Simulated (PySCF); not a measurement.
**Spinor energies of Sm(38+) (samarium, charge +38)**

Start: [Ar] 3d6; 3d3/2 filled at m_j = -3/2, -1/2, +1/2, +3/2; 3d5/2 filled at m_j = +3/2, +5/2. Calculated with PySCF 2.14 in an uncontracted even-tempered set (16 s from 7.7 bohr⁻², ratio 2.8; 12 p from 10 bohr⁻², ratio 2.8; 8 d from 10 bohr⁻², ratio 2.8; 3 f from 36 bohr⁻², ratio 3): generalised Hartree-Fock with the X2C-1e Hamiltonian and a Gaussian nucleus; one run each with spin-orbit coupling (SO) switched off, then screened by Boettger's factors.

| spinor shell | electrons | ε, spin-free (eV) | ε, screened SO (eV) | weight of nominal j (screened SO) | rms radius, screened SO (bohr) |
| --- | --- | --- | --- | --- | --- |
| 1s1/2 | 2 | -48948.1 | -48938.3 | 1.000 | 0.0259 |
| 2s1/2 | 2 | -9635.6 | -9631.6 | 1.000 | 0.104 |
| 2p1/2 | 2 | -8795.8 | -9228.6 | 1.000 | 0.0895 |
| 2p3/2 | 4 | -8795.8 | -8605.3 | 1.000 | 0.0954 |
| 3s1/2 | 2 | -3387.1 | -3385.8 | 1.000 | 0.261 |
| 3p1/2 | 2 | -3115.6 | -3223.6 | 0.996 | 0.251 |
| 3d3/2 | 4 | -2805.0 | -2818.1 | 0.946 | 0.230 |
| 3d5/2 | 2 | -2805.0 | -2787.1 | 0.943 | 0.233 |

Task: Where does 3p3/2 lie, and what is the 3p spin-orbit splitting (screened SO)?

Result: At -3067.2 eV, 156.39 eV above 3p1/2.

| quantity | spin-free | screened SO |
| --- | --- | --- |
| E (hartree) | -9390.71510 | -9397.72505 |
| M_J | 4 | 4 |
| ⟨J²⟩ | 20.000 | 20.020 |
| ⟨L²⟩ | 6.000 | 10.809 |
| ⟨S²⟩ | 6.000 | 3.576 |

Each row is a mean over spinors that exchange with the open shell spreads, by up to 36.137 eV (3p3/2).

Breit and QED terms are absent; they matter most for the inner s and p1/2 levels.

Densities and radii are taken from the X2C orbitals without a picture-change correction, which distorts them close to the nucleus.

Without spin-orbit coupling the j labels of p, d and f shells carry no meaning; the spin-free column gives the mean over the occupied spinors of each nl shell.
